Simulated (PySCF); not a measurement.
**A small calculation by hand: chemical shift, span and skew from a shielding tensor**

C2H4ClFSi2, SMILES [Si@H]([SiH2]Cl)(F)C#C. Atoms are numbered in the order given.

```xyz
10

C      2.8521     0.8372     0.6797
C      1.9234     0.0320     0.6661
Si     0.4711    -1.0793     0.6453
F      0.5759    -2.1006    -0.6378
Si    -1.4589     0.2448     0.3985
Cl    -1.1636     1.4847    -1.2543
H      3.6752     1.5407     0.6905
H      0.4511    -1.9139     1.8936
H     -2.6894    -0.5880     0.1701
H     -1.6613     1.0952     1.6227
```

Geometry: PBE-D3(BJ)/def2-SVP. The structure was generated by enumeration; whether it is a known compound was not checked. One conformer was computed; it need not be the lowest.

GIAO shieldings from HF/pcSseg-1 run with PySCF, non-relativistic, no solvent. The symmetric part of the tensor of Si3 has the principal values 357.2, 418.6, 469.4 ppm. The same nucleus in TMS has σ = 393.8 ppm at this level (PySCF, at its B3LYP-D3(BJ)/def2-TZVP geometry). Without spin–orbit terms, shifts of atoms bonded to Cl or Br come out too high.

Q: Work out the isotropic shielding, the ²⁹Si shift against TMS, the span and the skew.

A: 
σ(iso) = (σ11 + σ22 + σ33)/3 = 415.1 ppm. δ = σ(ref) − σ(iso) = 393.8 − (415.1) = -21.3 ppm.
Span Ω = σ33 − σ11 = 112.2 ppm. Skew κ = 3(σ(iso) − σ22)/Ω = -0.09. Tumbling in solution averages the tensor to δ; in a static solid the shielding alone would spread this spin-1/2 line over Ω.
